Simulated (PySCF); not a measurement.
System: C$_{2}$H$_{5}$GeO$_{2}$ (charge -1, singlet). It need not be the lowest isomer of its formula. Whether it binds its extra electron was not tested at this geometry. SMILES: CC(=O)[O][GeH2-]
Coordinates optimised at B3LYP-D3(BJ)/def2-TZVP (Ansatz):
```xyz
10

C     -2.8548    -0.1577     0.0972
C     -1.3820    -0.2348     0.5194
O     -1.0835    -0.5995     1.6454
O     -0.5894     0.1229    -0.4433
Ge     1.4142     0.2137    -0.4522
H     -3.5026    -0.4616     0.9184
H     -3.0971     0.8623    -0.2086
H     -3.0241    -0.8032    -0.7674
H      1.6344    -1.2321     0.2363
H      1.5381     0.9653     0.9734
```
Charge -1, spin multiplicity 1.

Dispersion corrections to the total energy (kcal/mol) from the dftd3 and dftd4 libraries through PySCF: D3(BJ) without and D4 with the three-body term, each with the damping fitted for the functional named.

```csv
functional,D3(BJ),D4
HSE06,-2.97,-4.10
BHLYP,?,-6.15
B2GP-PLYP,?,-2.22
PBE,-4.36,-5.23
B2PLYP,-3.60,-3.67
r2SCAN,?,-1.32
PBE0,-3.81,-4.42
```

Q: Some entries are withheld; supply them.

A: 
- BHLYP, D3(BJ): -6.05
- B2GP-PLYP, D3(BJ): -2.92
- r2SCAN, D3(BJ): -1.24
